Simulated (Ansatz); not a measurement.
## Nudged elastic band run: BBrClH3

Input file:

```yaml
crystal:
  periodic: [false, false, false]
  atoms:
    - { symbol: B, position_ang: [-0.009277, 0.222827, 0.092684] }
    - { symbol: Cl, position_ang: [-0.048311, 0.877681, 1.736044] }
    - { symbol: H, position_ang: [1.070113, 0.127559, -0.44722] }
    - { symbol: H, position_ang: [-1.067128, 0.072281, -0.476562] }
    - { symbol: Br, position_ang: [0.063417, -2.616319, 0.685573] }
    - { symbol: H, position_ang: [0.146086, -2.197628, 2.057781] }
basis:
  gaussian: { orbitals: def2-SVP }
hamiltonian:
  xc: pbe
  dispersion: d4
neb:
  order_check: false
  images: 5
  f_tol: 0.05
  max_iterations: 60
  max_displacement: 0.02
  optimiser: lbfgs
  final_atoms:
    - { symbol: B, position_ang: [0.01387728, -0.46324108, -0.26378855] }
    - { symbol: Cl, position_ang: [0.01591462, 0.24034798, 2.32522145] }
    - { symbol: H, position_ang: [1.06745973, 0.10162607, -0.44467658] }
    - { symbol: H, position_ang: [-1.07393506, 0.03883391, -0.42633197] }
    - { symbol: Br, position_ang: [0.07192352, -2.38980333, -0.08620686] }
    - { symbol: H, position_ang: [0.05965991, -1.04136254, 2.5440825] }
  initial_path:
    images:
      - { positions_ang: [[-0.009277, 0.222827, 0.092684], [-0.048311, 0.877681, 1.736044], [1.070113, 0.127559, -0.44722], [-1.067128, 0.072281, -0.476562], [0.063417, -2.616319, 0.685573], [0.146086, -2.197628, 2.057781]] }
      - { positions_ang: [[-0.00626153, 0.14974911, 0.06295299], [-0.03257189, 0.58192748, 1.89517985], [1.05690912, 0.08769305, -0.49517702], [-1.05491794, 0.05029354, -0.51500992], [0.07529615, -2.48394164, 0.69977987], [0.1164461, -1.89932054, 2.00057423]] }
      - { positions_ang: [[-0.00324607, 0.07667122, 0.03322198], [-0.01683277, 0.28617397, 2.0543157], [1.04370524, 0.0478271, -0.54313405], [-1.04270789, 0.02830608, -0.55345783], [0.08717529, -2.35156428, 0.71398674], [0.0868062, -1.60101308, 1.94336745]] }
      - { positions_ang: [[-0.0002306, 0.00359333, 0.00349098], [-0.00109366, -0.00957955, 2.21345155], [1.03050136, 0.00796114, -0.59109107], [-1.03049783, 0.00631862, -0.59190575], [0.09905444, -2.21918692, 0.72819362], [0.0571663, -1.30270562, 1.88616068]] }
      - { positions_ang: [[0.00447203, -0.15201814, -0.0856022], [0.00457577, 0.07372963, 2.25070818], [1.04282081, 0.03918278, -0.54228624], [-1.04497691, 0.01715705, -0.53671449], [0.0900108, -2.27605906, 0.45672679], [0.0579975, -1.21559126, 2.10546795]] }
      - { positions_ang: [[0.00917465, -0.30762961, -0.17469538], [0.01024519, 0.1570388, 2.28796482], [1.05514027, 0.07040443, -0.49348141], [-1.05945598, 0.02799548, -0.48152323], [0.08096716, -2.33293119, 0.18525997], [0.05882871, -1.1284769, 2.32477523]] }
      - { positions_ang: [[0.01387728, -0.46324108, -0.26378855], [0.01591462, 0.24034798, 2.32522145], [1.06745973, 0.10162607, -0.44467658], [-1.07393506, 0.03883391, -0.42633197], [0.07192352, -2.38980333, -0.08620686], [0.05965991, -1.04136254, 2.5440825]] }
```

Launched with:

```bash
$ ansatz run input.yaml --threads 1 --pin off --max-ram 2048MiB --backend cpu --events-out ev --progress --plain --runs-dir out
```

Output, in part (warnings, iteration lines, the closing report on the highest movable image, with atoms numbered from 0):

```
NEB end point (image 0): max|allowed force component| = 5.861e-3 eV/Å (the criterion of neb.relax_end_points is 1.000e-2)
NEB end point (image 6): max|allowed force component| = 9.111e-3 eV/Å (the criterion of neb.relax_end_points is 1.000e-2)
NEB iter   1: max|band force component| = 6.853e0 eV/Å  barrier→ = 2.2756 eV  barrier← = 2.1599 eV  Δτ_max = 0.0200 Å  (167 SCF iters)
NEB iter   2: max|band force component| = 5.970e0 eV/Å  barrier→ = 2.0086 eV  barrier← = 1.8928 eV  Δτ_max = 0.0200 Å  (128 SCF iters)
NEB iter   3: max|band force component| = 5.229e0 eV/Å  barrier→ = 1.7659 eV  barrier← = 1.6501 eV  Δτ_max = 0.0200 Å  (130 SCF iters)
NEB iter   4: max|band force component| = 4.632e0 eV/Å  barrier→ = 1.5569 eV  barrier← = 1.4412 eV  Δτ_max = 0.0200 Å  (130 SCF iters)
NEB iter   5: max|band force component| = 4.147e0 eV/Å  barrier→ = 1.3790 eV  barrier← = 1.2632 eV  Δτ_max = 0.0200 Å  (130 SCF iters)
NEB iter   6: max|band force component| = 3.741e0 eV/Å  barrier→ = 1.2262 eV  barrier← = 1.1105 eV  Δτ_max = 0.0200 Å  (130 SCF iters)
NEB iter   7: max|band force component| = 3.389e0 eV/Å  barrier→ = 1.0933 eV  barrier← = 0.9776 eV  Δτ_max = 0.0200 Å  (129 SCF iters)
NEB iter   8: max|band force component| = 3.075e0 eV/Å  barrier→ = 0.9764 eV  barrier← = 0.8607 eV  Δτ_max = 0.0200 Å  (129 SCF iters)
NEB iter   9: max|band force component| = 2.787e0 eV/Å  barrier→ = 0.8725 eV  barrier← = 0.7567 eV  Δτ_max = 0.0200 Å  (127 SCF iters)
NEB iter  10: max|band force component| = 2.519e0 eV/Å  barrier→ = 0.7798 eV  barrier← = 0.6641 eV  Δτ_max = 0.0200 Å  (127 SCF iters)
NEB iter  11: max|band force component| = 2.263e0 eV/Å  barrier→ = 0.6966 eV  barrier← = 0.5809 eV  Δτ_max = 0.0200 Å  (127 SCF iters)
NEB iter  12: max|band force component| = 2.020e0 eV/Å  barrier→ = 0.6225 eV  barrier← = 0.5068 eV  Δτ_max = 0.0200 Å  (127 SCF iters)
NEB iter  13: max|band force component| = 1.785e0 eV/Å  barrier→ = 0.5567 eV  barrier← = 0.4409 eV  Δτ_max = 0.0200 Å  (127 SCF iters)
NEB iter  14: max|band force component| = 1.556e0 eV/Å  barrier→ = 0.4988 eV  barrier← = 0.3831 eV  Δτ_max = 0.0200 Å  (127 SCF iters)
NEB iter  15: max|band force component| = 1.334e0 eV/Å  barrier→ = 0.4489 eV  barrier← = 0.3331 eV  Δτ_max = 0.0200 Å  (127 SCF iters)
NEB iter  16: max|band force component| = 1.116e0 eV/Å  barrier→ = 0.4065 eV  barrier← = 0.2907 eV  Δτ_max = 0.0200 Å  (128 SCF iters)
NEB iter  17: max|band force component| = 9.028e-1 eV/Å  barrier→ = 0.3715 eV  barrier← = 0.2558 eV  Δτ_max = 0.0200 Å  (128 SCF iters)
NEB iter  18: max|band force component| = 6.837e-1 eV/Å  barrier→ = 0.3435 eV  barrier← = 0.2278 eV  Δτ_max = 0.0200 Å  (127 SCF iters)
NEB iter  19: max|band force component| = 4.607e-1 eV/Å  barrier→ = 0.3228 eV  barrier← = 0.2071 eV  CI = image 3  Δτ_max = 0.0066 Å  (128 SCF iters)
NEB iter  20: max|band force component| = 3.453e-1 eV/Å  barrier→ = 0.3173 eV  barrier← = 0.2015 eV  CI = image 3  Δτ_max = 0.0200 Å  (119 SCF iters)
NEB iter  21: max|band force component| = 1.275e-1 eV/Å  barrier→ = 0.3083 eV  barrier← = 0.1926 eV  CI = image 3  Δτ_max = 0.0177 Å  (129 SCF iters)
NEB iter  22: max|band force component| = 2.878e-1 eV/Å  barrier→ = 0.3086 eV  barrier← = 0.1929 eV  CI = image 3  Δτ_max = 0.0041 Å  (128 SCF iters)
NEB iter  23: max|band force component| = 1.695e-1 eV/Å  barrier→ = 0.3065 eV  barrier← = 0.1908 eV  CI = image 3  Δτ_max = 0.0073 Å  (106 SCF iters)
NEB iter  24: max|band force component| = 1.301e-1 eV/Å  barrier→ = 0.3053 eV  barrier← = 0.1895 eV  CI = image 3  Δτ_max = 0.0112 Å  (111 SCF iters)
NEB iter  25: max|band force component| = 1.706e-1 eV/Å  barrier→ = 0.3053 eV  barrier← = 0.1896 eV  CI = image 3  Δτ_max = 0.0025 Å  (117 SCF iters)
NEB iter  26: max|band force component| = 7.446e-2 eV/Å  barrier→ = 0.3048 eV  barrier← = 0.1890 eV  CI = image 3  Δτ_max = 0.0043 Å  (91 SCF iters)
NEB iter  27: max|band force component| = 9.936e-2 eV/Å  barrier→ = 0.3046 eV  barrier← = 0.1889 eV  CI = image 3  Δτ_max = 0.0015 Å  (104 SCF iters)
NEB iter  28: max|band force component| = 5.648e-2 eV/Å  barrier→ = 0.3044 eV  barrier← = 0.1887 eV  CI = image 3  Δτ_max = 0.0052 Å  (87 SCF iters)
NEB iter  29: max|band force component| = 1.313e-1 eV/Å  barrier→ = 0.3046 eV  barrier← = 0.1888 eV  CI = image 3  Δτ_max = 0.0019 Å  (111 SCF iters)
NEB iter  30: max|band force component| = 5.029e-2 eV/Å  barrier→ = 0.3043 eV  barrier← = 0.1886 eV  CI = image 3  Δτ_max = 0.0028 Å  (90 SCF iters)
NEB iter  31: max|band force component| = 7.566e-2 eV/Å  barrier→ = 0.3044 eV  barrier← = 0.1886 eV  CI = image 3  Δτ_max = 0.0011 Å  (95 SCF iters)
NEB iter  32: max|band force component| = 4.498e-2 eV/Å  barrier→ = 0.3043 eV  barrier← = 0.1885 eV  CI = image 3  Δτ_max = 0.0000 Å  (212 SCF iters)
Total energy: -83264.37696221 eV, -3059.9094147394 hartree
Atom 0 at     0.012632    -0.227142     0.094561 Å, force    -0.007078     0.012452     0.013431 eV/Å
Atom 1 at    -0.001528     0.295836     2.003257 Å, force     0.003317     0.012385    -0.008051 eV/Å
Atom 2 at     1.069552     0.071297    -0.408647 Å, force     0.008165    -0.002362     0.009764 eV/Å
Atom 3 at    -1.060716     0.009308    -0.407984 Å, force     0.000440    -0.011925     0.014817 eV/Å
Atom 4 at     0.079942    -2.357670     0.528506 Å, force     0.000047    -0.009324     0.009382 eV/Å
Atom 5 at     0.055018    -1.305228     1.838607 Å, force    -0.004892    -0.001227    -0.039344 eV/Å
Dipole moment:     0.004808    -0.128096     0.156671 e Å
```

It converged. Another band between the same ends (5 images) ends at a top of the same energy, where a vibrational analysis finds 1 clearly imaginary mode. The orbitals stay closed-shell, which can raise the energy where a bond breaks towards radicals; this wasn't checked here.

Final band (atoms are numbered from 1 in the order of the input):

```json
{"image": "0", "path coordinate (Å)": "0.00", "energy (kJ/mol)": "0.0", "B1–Cl2 (Å)": "1.77", "Br5–H6 (Å)": "1.44", "B1–Br5 (Å)": "2.90"}
{"image": "1", "path coordinate (Å)": "0.42", "energy (kJ/mol)": "2.7", "B1–Cl2 (Å)": "1.79", "Br5–H6 (Å)": "1.44", "B1–Br5 (Å)": "2.74"}
{"image": "2", "path coordinate (Å)": "0.85", "energy (kJ/mol)": "14.9", "B1–Cl2 (Å)": "1.84", "Br5–H6 (Å)": "1.48", "B1–Br5 (Å)": "2.46"}
{"image": "3", "path coordinate (Å)": "1.29", "energy (kJ/mol)": "29.4", "B1–Cl2 (Å)": "1.98", "Br5–H6 (Å)": "1.68", "B1–Br5 (Å)": "2.18"}
{"image": "4", "path coordinate (Å)": "1.66", "energy (kJ/mol)": "22.1", "B1–Cl2 (Å)": "2.20", "Br5–H6 (Å)": "2.08", "B1–Br5 (Å)": "2.04"}
{"image": "5", "path coordinate (Å)": "2.04", "energy (kJ/mol)": "13.8", "B1–Cl2 (Å)": "2.49", "Br5–H6 (Å)": "2.49", "B1–Br5 (Å)": "1.96"}
{"image": "6", "path coordinate (Å)": "2.43", "energy (kJ/mol)": "11.2", "B1–Cl2 (Å)": "2.68", "Br5–H6 (Å)": "2.96", "B1–Br5 (Å)": "1.94"}
```

Run time: 4.9 min on 1 thread of Arm Neoverse V1, on a shared host, peak memory 0.14 GiB.
